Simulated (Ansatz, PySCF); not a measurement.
Gas-phase reaction in SMILES: O[Si](O)(O)Cl [chloro(trihydroxy)silane] + 3 [SiH4] (SiH4) -> 3 O[SiH3] [hydroxysilane] + [SiH3]Cl [chlorosilane]
Geometries: B3LYP-D3(BJ)/def2-TZVP minima from Ansatz (a first-principles code), one conformer each, not searched for the lowest. Frequencies are from Ansatz or PySCF.

Property: bond separation energy (enthalpy at 298 K, with B3LYP-D3(BJ) rigid-rotor harmonic-oscillator terms), in kJ/mol. Cores are frozen in the correlated levels unless marked. No spin-orbit coupling. No relativistic terms. CBS(X,Y): correlation extrapolated as X^-3; Hartree-Fock from the larger set. [CCSD(T)-MP2]/basis is that difference in the basis named.

```
level                                                                             program  bond separation energy (kJ/mol)
-------------------------------------------------------------------------  --------------  -------------------------------
SVWN5/def2-TZVPD                                                                   Ansatz                            107.5
r2SCAN/def2-TZVPD                                                                  Ansatz                       (withheld)
PBE0/STO-3G                                                                        Ansatz                            128.0
PBE0-D4/def2-TZVPD                                                         Ansatz + dftd4                       (withheld)
CAM-B3LYP-D4/def2-TZVPD                                                    Ansatz + dftd4                             91.8
RI-MP2/CBS(aug-cc-pV(T+d)Z,aug-cc-pV(Q+d)Z)+[CCSD(T)-MP2]/aug-cc-pV(T+d)Z          Ansatz                             90.7
```

Task: Complete the blanks.

Result: 
- r2SCAN/def2-TZVPD, bond separation energy (kJ/mol): 97.6
- PBE0-D4/def2-TZVPD, bond separation energy (kJ/mol): 95.2
